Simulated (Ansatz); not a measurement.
Two isomers of CH3BBrFO: A = `COB(F)Br`, B = `OCB(F)Br`.

Calculated with Ansatz (gas phase, PBE0-D4/def2-TZVP geometries, no zero-point term in ΔE). CCSD(T)/CBS adds triple-zeta CCSD(T) − MP2 to the extrapolated MP2 energy (def2 sets, frozen cores). DFT in def2-TZVPP. B3LYP here is the variant with VWN-RPA as its local correlation; programs differ in this. For Br outer-core shells are correlated without core-valence functions, which leaves a few kJ/mol of doubt a bond. Scalar relativity is left out up to krypton. One conformer a species, not always the lowest.

Which isomer does CCSD(T)/CBS put lower? Give the gap. (Estimate.)

Ansatz gave: A, by 32.2 kcal/mol.

Give E(B) − E(A) in kcal/mol with B3LYP, B3LYP-D4, CCSD/def2-TZVPP, B2PLYP, HF/def2-TZVPP, CCSD(T)/def2-TZVPP, r2SCAN-D4. (Estimate.)

Ansatz gave: B3LYP 32.9, B3LYP-D4 32.9, CCSD/def2-TZVPP 33.0, B2PLYP 33.3, HF/def2-TZVPP 35.8, CCSD(T)/def2-TZVPP 32.7, r2SCAN-D4 32.1. None reverses the order clearly.

Largest T1 diagnostic: 0.011.

In def2-TZVPP, CCSD(T) changes the Hartree–Fock value by −3.1 kcal/mol (the triples alone add −0.3 kcal/mol) and MP2 by −2.7 kcal/mol. From PBE to PBE0 (25 % exact exchange), in def2-TZVPP and without D4, E(B) − E(A) moves by +0.9 kcal/mol.
